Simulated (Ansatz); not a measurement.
A calculation with Ansatz (development build ahead of 0.2.0).

```yaml
crystal:
  periodic: [false, false, false]
  atoms:
    - { symbol: Si, position_ang: [0.0, 0.0, 0.0] }
    - { symbol: F, position_ang: [0.84255, 0.84255, 0.84255] }
    - { symbol: F, position_ang: [0.84255, -0.84255, -0.84255] }
    - { symbol: F, position_ang: [-0.84255, 0.84255, -0.84255] }
    - { symbol: F, position_ang: [-0.84255, -0.84255, 0.84255] }
basis:
  gaussian: { orbitals: "6-31G" }
hamiltonian:
  xc: hf
```

The input is written out in the form of the current development build from the run's settings.

Output:

```yaml
Converged: yes
Total_energy: -686.62539 hartree
Spin_squared_of_the_determinant: 0.000
```

Caution: no unrestricted run beside it, a lower state can exist.
